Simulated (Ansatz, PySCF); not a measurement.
This PySCF input computes a CCSD(T)/cc-pVDZ energy:

```python
from pyscf import gto, scf, mp, cc as ccmod

mol = gto.M(
    atom='''
    C    -1.20549120   -0.27413528   -0.01142588
    C     0.10214563    0.02322847    0.00096816
    C     1.29544689    0.29459169    0.01227850
    H    -1.60592350   -1.04784115    0.64194216
    H    -1.88926277    0.25301671   -0.67507022
    H     2.34257840    0.53271512    0.02220342
    ''',
    basis='cc-pvdz',
    charge=1,
    spin=0,
    verbose=4,
)

mf = scf.RHF(mol)
mf.conv_tol = 1e-10
mf.max_cycle = 100
mf.kernel()
mp2 = mp.MP2(mf, frozen=3).run()
cc = ccmod.CCSD(mf, frozen=3)
cc.max_cycle = 100
cc.kernel()
et = cc.ccsd_t()
print(f'E(CCSD(T)) = {cc.e_tot + et:.9f}')
```

Q: Write an input for the same energy in Ansatz (a program for electronic structure) and say what it gives.

A: 
Ansatz 0.2 input:
```yaml
crystal:
  periodic: [false, false, false]
  atoms:
    - {symbol: C, position_ang: [-1.20549120, -0.27413528, -0.01142588]}
    - {symbol: C, position_ang: [0.10214563, 0.02322847, 0.00096816]}
    - {symbol: C, position_ang: [1.29544689, 0.29459169, 0.01227850]}
    - {symbol: H, position_ang: [-1.60592350, -1.04784115, 0.64194216]}
    - {symbol: H, position_ang: [-1.88926277, 0.25301671, -0.67507022]}
    - {symbol: H, position_ang: [2.34257840, 0.53271512, 0.02220342]}
basis:
  gaussian:
    orbitals: cc-pVDZ
total_charge: 1
magnetization: {spin_polarized: false}
correlation: {method: ccsd_t, electrons: outside_noble_gas}
```
It gives -115.35709 Eh, and PySCF -115.35709 Eh, a difference of 0.00 mEh.

It need not be the lowest isomer of its formula.
